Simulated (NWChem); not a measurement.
Everything below was run with NWChem. System: CClF, charge 0, spin multiplicity 1, at a geometry optimised with B3LYP/def2-SVP. The structure started from a generated list of species. Level: evGW0@PBE/def2-TZVPD, RI basis def2-tzvpd-rifit, 6 cycles.

Part of the output:

```
             Northwest Computational Chemistry Package (NWChem) 7.3.0
             --------------------------------------------------------

                                NWChem Input Module
                                -------------------

 Scaling coordinates for geometry "geometry" by  1.889725989
 (inverse scale =  0.529177249)

 Turning off AUTOSYM since
 SYMMETRY directive was detected!

                             Geometry "geometry" -> ""
                             -------------------------

 Output coordinates in angstroms (scale by  1.889725989 to convert to a.u.)

  No.       Tag          Charge          X              Y              Z
 ---- ---------------- ---------- -------------- -------------- --------------
    1 F                    9.0000     0.25268000    -1.47384100     0.00000000
    2 C                    6.0000    -0.68535100    -0.58565500     0.00000000
    3 Cl                  17.0000     0.10811700     0.98697100     0.00000000

 Effective nuclear repulsion energy (a.u.)      85.6080966100

            Nuclear Dipole moment (a.u.)
            ----------------------------
        X                 Y               Z
 ---------------- ---------------- ----------------
     0.0000056692     0.0000151178     0.0000000000

      Symmetry information
      --------------------

 Group name             Cs
 Group number              2
 Group order               2
 No. of unique centers     3

      Symmetry unique atoms

     1    2    3


 Summary of "ao basis" -> "" (spherical)
 ------------------------------------------------------------------------------
       Tag                 Description            Shells   Functions and Types
 ---------------- ------------------------------  ------  ---------------------
 *                         def2-tzvpd                 on all atoms

 new library libraries.bse/

 Summary of "ri basis" -> "" (spherical)
 ------------------------------------------------------------------------------
       Tag                 Description            Shells   Functions and Types
 ---------------- ------------------------------  ------  ---------------------
 *                      def2-tzvpd-rifit              on all atoms

  pbe96 is a nonlocal functional; adding pw91lda local functional.

                                 NWChem DFT Module
                                 -----------------

 Summary of "ao basis" -> "ao basis" (spherical)
 ------------------------------------------------------------------------------
[...]
@GW        31          8.043           0.000
@GW        32          8.517           0.000
@GW        33          9.169           0.000
@GW        34          9.320           0.000
@GW        35          9.246           0.000
@GW        36         10.050           0.000
@GW        37         10.077           0.000
@GW        38         10.850           0.000
@GW        39         11.080           0.000
@GW        40         11.779           0.000
@GW        41         13.208           0.000
@GW        42         13.612           0.000
@GW        43         16.158           0.000
@GW        44         17.104           0.000
@GW        45         17.706           0.000
@GW        46         18.147           0.000
@GW        47         17.958           0.000
@GW        48         17.971           0.000
@GW        49         18.210           0.000
@GW        50         19.167           0.000
@GW        51         19.205           0.000
@GW        52         20.082           0.000
@GW        53         22.306           0.000
@GW        54         22.179           0.000
@GW        55         22.670           0.000
@GW        56         26.414           0.000
@GW        57         27.624           0.000
@GW        58         28.990           0.000
@GW        59         29.908           0.000
@GW        60         29.787           0.000
@GW        61         31.654           0.000
@GW        62         33.523           0.000
@GW        63         34.775           0.000
@GW        64         37.249           0.000
@GW        65         39.124           0.000
@GW        66         45.327           0.000
@GW        67         45.595           0.000
@GW        68         56.396           0.000
@GW        69         58.173           0.000
@GW        70         58.334           0.000
@GW        71         57.824           0.000
@GW        72         58.492           0.000
@GW        73         58.944           0.000
@GW        74         61.829           0.000
@GW        75         63.256           0.000
@GW        76         63.194           0.000
@GW        77         63.103           0.000
@GW        78         63.648           0.000
@GW        79         64.219           0.000
@GW        80         64.404           0.000
@GW        81         65.409           0.000
@GW        82         66.139           0.000
@GW        83         69.415           0.000
@GW        84         70.171           0.000
@GW        85         70.458           0.000
@GW        86         69.390           0.000
@GW        87         73.987           0.000
@GW        88         76.672           0.000
@GW        89         79.429           0.000
@GW        90         83.371           0.000
@GW        91         87.086           0.000
@GW        92         88.423           0.000
@GW        93         89.081           0.000
@GW        94         91.143           0.000
@GW        95         93.203           0.000
@GW        96         93.690           0.000
@GW        97         97.801           0.000
@GW        98        100.848           0.000
@GW        99        100.530           0.000
@GW       100        107.542           0.000
@GW       101        108.254           0.000
@GW       102        112.214           0.000
@GW       103        114.931           0.000
@GW       104        122.424           0.000
@GW       105        151.847           0.000
@GW       106        193.475           0.000
@GW       107        193.161           0.000
@GW       108        196.999           0.000
@GW       109        198.120           0.000
@GW       110        206.514           0.000
@GW       111        207.829           0.000
@GW       112        210.531           0.000
@GW       113        234.953           0.000
@GW       114        236.149           0.000
@GW       115        243.990           0.000
@GW       116        245.932           0.000
@GW       117        257.639           0.000
@GW       118        307.824           0.000
@GW       119        309.085           0.000
@GW       120        319.186           0.000
@GW       121        617.403           0.000
@GW       122        713.423           0.000
@GW       123       1580.887           0.000

     GW Timing Statistics
   ------------------------
   Init.   :          0.1s
     ERIs  :          1.3s
     Distr.:          0.1s
     Vxc   :          0.2s
   Sigma_x :          0.0s
   RPA     :          1.2s
   Wmn     :          6.6s
   Sigma_c :          5.4s
   GW total:         15.0s

 Task  times  cpu:       15.0s     wall:       15.0s

 Total times  cpu:       36.4s     wall:       36.4s
```

**Question.** Write an NWChem input that would produce this output.

**Answer.** Several could match; the one computed here: 
```
start mol
memory heap 200 mb stack 700 mb global 1700 mb
geometry units angstroms nocenter noautoz
  F      0.252680    -1.473841     0.000000
  C     -0.685351    -0.585655     0.000000
  Cl     0.108117     0.986971     0.000000
  symmetry group Cs
end
basis spherical
  * library def2-tzvpd
end
basis "ri basis" bse spherical
  * library def2-tzvpd-rifit
end
dft
  xc xpbe96 cpbe96
  iterations 100
  direct
  tolerances tight
end
task dft energy
gw
  evgw0 6
  states alpha occ -1 vir -1
end
task dft gw
```
